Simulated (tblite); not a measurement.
Species: C₃H₆N₂OSi.
Bonds: Si1–O2, O2–C3, C3–C4 (aromatic), C4–N5 (aromatic), N5–C6 (aromatic), C6–N7 (aromatic), C3–N7 (aromatic). Hydrogens: H8, H9, H10 on Si1; H11 on C4; H12 on C6; H13 on N7.

Computed with GFN2-xTB (tblite), gas phase: nudged elastic band of 9 images (0 to 8), spring 0.2 eV/Å², climbing image at the end, force threshold 0.05 eV/Å. No saddle search or frequency run followed, so the top image need not be a first-order saddle, and its height can exceed the method's true barrier by a kcal/mol or more.

Path: rotation about C3–O2 (aromatic carbon bearing oxygen, silyl ether oxygen), followed by the dihedral N7–C3–O2–Si1. Start geometry (image 0):
```
atom  x, y, z in Å
Si1     2.414   -0.011    0.405
O2      0.936   -0.706    0.365
C3     -0.260   -0.181    0.090
C4     -0.689    1.071   -0.248
N5     -2.040    1.060   -0.421
C6     -2.426   -0.160   -0.197
N7     -1.379   -0.970    0.123
H8      3.176   -1.195    0.771
H9      2.757    0.534   -0.908
H10     2.452    1.053    1.406
H11    -0.113    1.964   -0.374
H12    -3.438   -0.507   -0.250
H13    -1.394   -1.952    0.342
```

The converged band, energies from image 0, some withheld:

| image | dihedral (°) | N7–C3 (Å) | C3–O2 (Å) | O2–Si1 (Å) | N7–C3–O2 (°) | C3–O2–Si1 (°) | E (kcal/mol) |
| --- | --- | --- | --- | --- | --- | --- | --- |
| 0 | 180 | 1.370 | 1.335 | 1.634 | 120.0 | 130.4 | 0.00 |
| 1 | -157 | 1.370 | 1.336 | 1.634 | 120.1 | 130.7 | ? |
| 2 | -135 | 1.371 | 1.338 | 1.634 | 120.2 | 131.0 | 0.92 |
| 3 | -112 | 1.371 | 1.338 | 1.635 | 120.7 | 131.2 | 1.45 |
| 4 | -88 | 1.372 | 1.338 | 1.635 | 121.4 | 131.3 | ? |
| 5 | -65 | 1.372 | 1.337 | 1.634 | 122.1 | 131.1 | 1.61 |
| 6 | -42 | 1.372 | 1.336 | 1.633 | 122.6 | 130.9 | 1.38 |
| 7 | -20 | 1.371 | 1.335 | 1.633 | 122.8 | 130.5 | ? |
| 8 | 0 | 1.371 | 1.332 | 1.630 | 123.7 | 133.2 | 0.70 |

Task: Estimate the withheld energies, and name the highest image.

Result: image 1: 0.31 kcal/mol; image 4: 1.68 kcal/mol; image 7: 1.03 kcal/mol. The highest is image 4.

Task: Between which neighbours does the energy rise most, and fall most?

Result: It rises most from image 1 to 2 (+0.61 kcal/mol) and falls most from image 6 to 7 (-0.35 kcal/mol).

Task: Give the height of the top above the start in other units, and in kT at 298.15 K.

Result: 0.0730 eV = 1.68 kcal/mol = 7.0 kJ/mol = 589 cm⁻¹, or 2.8 kT.

Task: What forces remain on the atoms at the highest image?

Result: 
```
atom  x, y, z in Å  |  force x, y, z in eV/Å
Si1     2.322   -0.126    0.643    0.003  -0.002  -0.005
O2      1.073   -0.532   -0.329   -0.006  -0.001  -0.006
C3     -0.195   -0.103   -0.365   -0.004  -0.002   0.003
C4     -0.810    0.903   -1.053    0.001   0.007   0.007
N5     -2.136    0.927   -0.739    0.000  -0.018  -0.006
C6     -2.327   -0.033    0.114    0.021   0.007  -0.006
N7     -1.172   -0.700    0.391   -0.007   0.010  -0.027
H8      3.328   -1.028    0.109   -0.023  -0.016  -0.011
H9      2.649    1.290    0.504   -0.008   0.008   0.008
H10     1.964   -0.409    2.036    0.015   0.006   0.006
H11    -0.389    1.595   -1.753    0.002   0.001   0.018
H12    -3.267   -0.280    0.563    0.002  -0.012  -0.013
H13    -1.044   -1.504    0.982    0.005   0.011   0.032
```

The largest is 0.034 eV/Å, against the threshold of 0.05 eV/Å on the band's forces.

The cost below is that of the whole band run. Cost: about 8 s of CPU time on one thread; the machine was shared, so the figure is rough.
